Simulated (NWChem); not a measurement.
# C2BrClF2; SMILES F/C(Cl)=C(\F)Br

Results from NWChem. All runs use the structure optimised with PBE0/def2-SVP. COSMO at PBE/def2-SVP, default radii, gas-phase geometry; f = (ε − 1)/ε scales the surface charges.

```csv
row,f,electrostatic solvation energy (kcal/mol)
ε = 1.5,0.3333,-0.29
ε = 4.8,0.7917,withheld
ε = 11.7,0.9145,-0.83
ε = 20.7,0.9517,-0.86
ε = 25.0,0.9600,-0.87
```

Q: Fit a straight line of the last column on the one before it, predict the withheld value, and compare with the run.

A: 
1. Means of the 4 shown rows: x = 0.78987, y = -0.713. Slope Σ(x − x̄)(y − ȳ)/Σ(x − x̄)² = -0.2582/0.2791 = -0.9251; intercept 0.018.
2. The shown rows scatter about the line by 0.002 (root mean square); the largest residual is 0.00, at ε = 20.7.
3. At x = 0.7917 (ε = 4.8; inside the shown range) the line gives -0.71.
4. The run gives -0.71, 0.00 from the line.
